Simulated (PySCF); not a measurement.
C5H5, SMILES C1CC=C[C]=1, doublet, B3LYP/def2-SVP optimised geometry. Atoms within 1.6 Å of the plane z = 0.6 Å (x, y, z in Å): C1 (1.34, 0.16, 0.00), C2 (0.32, 1.03, 0.00), C3 (-0.95, 0.18, 0.00), C4 (-0.44, -1.24, 0.00), C5 (0.92, -1.24, 0.00), H6 (0.33, 2.12, 0.00), H7 (-1.58, 0.39, 0.88), H8 (-1.58, 0.39, -0.88), H9 (-1.09, -2.12, 0.00), H10 (1.58, -2.11, 0.00).

Computed with PySCF 2.14.0 with unrestricted B3LYP/def2-TZVP.

Map of the LUMO amplitude (α orbitals alone; a β orbital can be the lowest empty one) (bohr^(-3/2)) on the plane z = 0.6 Å; orbital energy -0.92 eV, overall sign arbitrary:

```
|===========================|
|===========================|
|===========================|
|===========================|
|===========================|
|===========================|
|=============+++===========|
|============+++++==========|
|===========++*#*++=========|
|======----=+*%%#*+=========|
|=====-----=+*%@%+==========|
|=====--:.:-=*#%*=----======|
|=====--:..-=+**=:..:--=====|
|=====--:::-+++=-. .:--=====|
|======---==+*+=:. .:--=====|
|=========+*##*=:...:--=====|
|=========+#@@#=.  ::--=====|
|========+*#@@#=. .:---=====|
|========++*##*=:.::--======|
|========++***+=------======|
|=========++++===----=======|
|===========================|
|===========================|
|===========================|
|===========================|
|===========================|
|===========================|
```
Scale: ten equal steps from -0.124 (start of ' ') to 0.158 (end of '@'), in the order ' .:-=+*#%@'; x runs from -4.50 to 4.50, y from -4.50 (bottom) to 4.50 (top).
